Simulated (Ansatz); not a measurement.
Task: Predict a relaxed structure of cis-Zn(OH)2(NH3)4 (ZnN4O2H14), charge 0, singlet, at B3LYP-D4/def2-SVP (Ansatz).

Result: 
```xyz
21

N     1.9158    0.5435   -0.8365
N    -0.5261   -1.8894   -0.9495
N    -1.1788    1.3664   -1.4830
N     0.8560   -1.0308    1.9330
O    -1.9864   -0.2660    0.5059
O     0.6210    1.5489    1.2155
Zn   -0.0525    0.0340    0.0885
H    -2.3048    0.0461    1.3616
H     2.8010    0.0470   -0.7430
H     1.8657    1.3129   -0.1438
H     1.8626    0.9381   -1.7744
H    -0.0343    2.1606    1.5725
H    -0.0759   -2.7311   -0.5931
H    -0.6909   -2.0098   -1.9481
H    -1.4277   -1.7526   -0.4573
H    -1.9223    0.9545   -0.8825
H    -1.4604    1.3233   -2.4623
H    -1.0765    2.3485   -1.2269
H     1.7236   -1.5244    2.1421
H     0.1264   -1.4032    2.5407
H     0.9646   -0.0165    2.1407
```
The metal has 6 neighbours: N 2.23 Å, N 2.24 Å, N 2.35 Å, N 2.32 Å, O 2.00 Å, O 2.00 Å. This is one stationary point.

Another isomer (singlet) lies 0.49 eV lower at PBE0-D4/def2-TZVP; other spin states weren't run for this one.
